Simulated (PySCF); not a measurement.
Molfile (atoms numbered from 1):
```
CH6N2Si2
     RDKit          3D

 11 10  0  0  0  0  0  0  0  0999 V2000
    3.0911   -1.4827   -0.1040 N   0  0  0  0  0  0  0  0  0  0  0  0
    2.2881   -0.7295    0.2612 C   0  0  0  0  0  0  0  0  0  0  0  0
    0.9724    0.4866    0.8020 Si  0  0  0  0  0  4  0  0  0  0  0  0
   -0.2552    0.6647   -0.3944 N   0  0  0  0  0  0  0  0  0  0  0  0
   -1.7128   -0.2842   -0.5957 Si  0  0  0  0  0  4  0  0  0  0  0  0
    1.6906    1.7690    1.0281 H   0  0  0  0  0  0  0  0  0  0  0  0
    0.3898   -0.0688    2.0502 H   0  0  0  0  0  0  0  0  0  0  0  0
   -0.0275    1.2965   -1.1590 H   0  0  0  0  0  0  0  0  0  0  0  0
   -1.6293   -1.2130   -1.7635 H   0  0  0  0  0  0  0  0  0  0  0  0
   -2.8917    0.6103   -0.7987 H   0  0  0  0  0  0  0  0  0  0  0  0
   -1.8768   -1.0744    0.6581 H   0  0  0  0  0  0  0  0  0  0  0  0
  1  2  3  0
  2  3  1  0
  3  4  1  0
  4  5  1  0
  3  6  1  0
  3  7  1  0
  4  8  1  0
  5  9  1  0
  5 10  1  0
  5 11  1  0
M  END
```

Geometry: PBE0-D3(BJ)/def2-SVP; GIAO shifts from PySCF 2.14.0 with density-fitted response routines, gas phase, non-relativistic, averaged over equivalent atoms.

At BP86/pcSseg-2 (278 basis functions, 33 s wall time on 1 thread of an Arm Neoverse V2, shared host):
| atoms | δ (ppm) |
| --- | --- |
| N1 | 353.6 |
| N4 | 11.8 |
| C2 | 125.4 |
| Si5 | -48.9 |
| Si3 | -66.7 |
| H6/H7 | 4.96 |
| H9/H10/H11 | 4.95 |
| H8 | -0.07 |

Referencing at the same level of theory: $^{15}$N (259.23 ppm) vs NH3; $^{13}$C (179.17 ppm) and $^{29}$Si (322.05 ppm) and $^{1}$H (31.23 ppm) vs TMS.

**Question.** Predict the values at KT3/pcSseg-2 on the same geometry.

**Answer.** 
```
     atoms  δ at KT3/pcSseg-2  change
        N1              330.7   -22.9
        N4               10.7    -1.1
        C2              116.7    -8.7
       Si5              -46.7    +2.2
       Si3              -63.7    +3.0
     H6/H7               4.72   -0.24
H9/H10/H11               4.72   -0.23
        H8              -0.06   +0.01
```

Chemical shifts δ = σref − σ; NH3 for $^{15}$N (258.71 ppm); $^{13}$C (181.31 ppm), $^{29}$Si (358.24 ppm), $^{1}$H (31.35 ppm) against TMS, all at this level.

The largest change is at N1 (nitrile nitrogen). Cost: 278 basis functions, 34 s wall time on 1 thread of an Arm Neoverse V2, shared host.

Experimental scales use liquid or dissolved standards, which lie at an offset from isolated NH3 (liquid NH3: subtract about 20 ppm). Unscaled 15N shifts of sp2 nitrogen come out 20 to 40 ppm too high even then.
